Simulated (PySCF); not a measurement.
Two species compared at the same levels of theory.

First species: C5H7NO2Si.
SMILES: `N#C[C@@H]1CO[SiH2]CC1=O`

Second species: C₅H₇NO₂Si.
SMILES: `C=CC(=O)[C@@H](C#N)O[SiH3]`

Levels: B3LYP/def2-SVPD for HOMO energy, LUMO energy, HOMO–LUMO gap and static isotropic polarisability; TDDFT B3LYP/def2-SVPD for lowest singlet excitation; TDA B3LYP/def2-SVPD for lowest triplet excitation (Tamm–Dancoff). Geometries: GFN2-xTB. Each species is one conformer at its optimised geometry, gas phase, non-relativistic unless stated; the electronic structure was computed with PySCF and density fitting.

Dipoles, sizes and rotational constants follow the conformer. The torsions of the flexible species, by atom-mapped SMILES:
- `[CH2:1]=[CH:2][C:3](=[O:4])[C@@H:5]([C:6]#[N:7])[O:8][SiH3:9]`: C1–C2–C3–O4 -3°, C2–C3–C5–C6 59°, C3–C5–O8–Si9 -7°

The conformers of `N#C[C@@H]1CO[SiH2]CC1=O` aren't listed.

Values for the first species:

| Item | Value |
| --- | --- |
| HOMO energy | -7.71 eV |
| LUMO energy | -1.72 eV |
| HOMO–LUMO gap | 5.99 eV |
| Lowest singlet excitation | 4.33 eV |
| Lowest triplet excitation (Tamm–Dancoff) | 3.82 eV |
| Static isotropic polarisability | 87.8 au |

Estimate the same properties for the second species, and the change in each.

| property | first | second | second less first |
| --- | --- | --- | --- |
| HOMO energy | -7.71 eV | -8.01 eV | -0.30 eV |
| LUMO energy | -1.72 eV | -3.03 eV | -1.31 eV |
| HOMO–LUMO gap | 5.99 eV | 4.98 eV | -1.01 eV |
| lowest singlet excitation | 4.33 eV | 3.71 eV | -0.62 eV |
| lowest triplet excitation (Tamm–Dancoff) | 3.82 eV | 3.35 eV | -0.47 eV |
| static isotropic polarisability | 87.8 au | 95.3 au | +7.5 au |

On the first: The principal polarisabilities are 79.3, 90.1 and 94.0 au; their mean is the isotropic value. In wavenumbers S1 is 35000 cm⁻¹ (1 eV = 8065.54 cm⁻¹).

On the second: The polarisability is 14.12 Å³ as a volume (1 au = 0.148185 Å³), or 1.29 au for each of the 74 electrons. S1 lies 1.27 eV below the HOMO–LUMO gap; its leading configuration is HOMO→LUMO, weight 0.93.
